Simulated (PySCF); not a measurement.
Bond energies at PBE/def2-SVP beside a composite method

PySCF, lowest determinants of a PBE0 search. The composite is CCSD(T) extrapolated to the basis-set limit from two correlation-consistent sets, with core-valence (CV) and scalar-relativistic (SR) terms as its label shows; it has no spin–orbit coupling and nothing beyond (T).

```
species  state (unpaired electrons)  De PBE (eV)  De composite (eV)              composite  dissociates to
     PO               doublet (π ↑)         6.32               6.16  CCSD(T)/CBS(TQ)+CV+SR           P + O
    RbH      singlet (closed shell)         1.62               1.79        CCSD(T)/CBS(TQ)          Rb + H
    BrF      singlet (closed shell)         3.03               2.72     CCSD(T)/CBS(TQ)+CV          Br + F
    NaB          triplet (σ ↑, π ↑)         1.08               0.78  CCSD(T)/CBS(DT)+CV+SR          Na + B
   CaBr               doublet (σ ↑)         3.94               3.60        CCSD(T)/CBS(DT)         Ca + Br
   InCl      singlet (closed shell)         4.65               4.61     CCSD(T)/CBS(DT)+CV         In + Cl
    AsF              triplet (π ↑↑)         4.53               4.12        CCSD(T)/CBS(DT)          As + F
   RbLi      singlet (closed shell)         0.67               0.74     CCSD(T)/CBS(DT)+CV         Rb + Li
```

Does PBE bind more or less than the composite, by how much on average, and where is the difference largest?

PBE/def2-SVP binds more on average, method and basis taken together: the mean signed difference is +0.16 eV and the mean absolute one 0.22 eV; it is largest for AsF (+0.41 eV).

The molecules are drawn from runs that passed checks on state, spin purity and fit, so the hardest cases are missing and the errors look smaller than over all diatomics.

Correlated steps freeze the inner cores (2 to 19 orbitals); shallow outer-core shells are correlated. Closed-shell solutions of metal pairs were not tested for spin polarisation, which can lower them a little. These are scalar-relativistic numbers at best; spin–orbit coupling would shift them, the dissociation energy most. Where the molecule has an RHF reference, its open-shell atoms are computed with UHF. States were picked by a PBE0 search and need not be the measured ground states.
